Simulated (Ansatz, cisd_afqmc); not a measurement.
Species: BH, charge 0, singlet. BH (SMILES [BH]).
B3LYP-D3(BJ)/def2-TZVP minimum from Ansatz (a quantum-chemistry and plane-wave program):
```
B
H 1 1.2331
```

Total energies in cc-pVDZ, 4 correlated electrons, 1 frozen orbitals. Open shells are spin-unrestricted; no spin-orbit coupling. Cores are frozen in correlated methods. No relativity. AFQMC is phaseless with a CISD trial state; ± is one standard error, without the phaseless bias. Outlying blocks are dropped, and bars are widened where a walk drifts. Over all cases where full CI ran beside it in this data, AFQMC minus full CI had a median of +0.1 mEh and passed +0.4 mEh in a tenth of the cases. The restricted determinant of HB ([BH], singlet) is unstable towards broken spin symmetry in at least one set run.

| method | program | energy (Eh) | error against FCI (mEh) |
|---|---|---|---|
| HF | Ansatz | -25.12533 | 89.80 |
| MP2 | Ansatz | -25.18587 | 29.27 |
| CCSD | Ansatz | -25.21330 | 1.84 |
| CCSD(T) | Ansatz | -25.21466 | 0.48 |
| CCSDT(Q) | Ansatz | -25.21512 | 0.02 |
| CCSDTQ | Ansatz | -25.21514 | 0.00 |
| AFQMC/CISD | cisd_afqmc | -25.2152 ± 0.0002 | 0.0 ± 0.2 |
| FCI | Ansatz | -25.21514 | 0.00 |
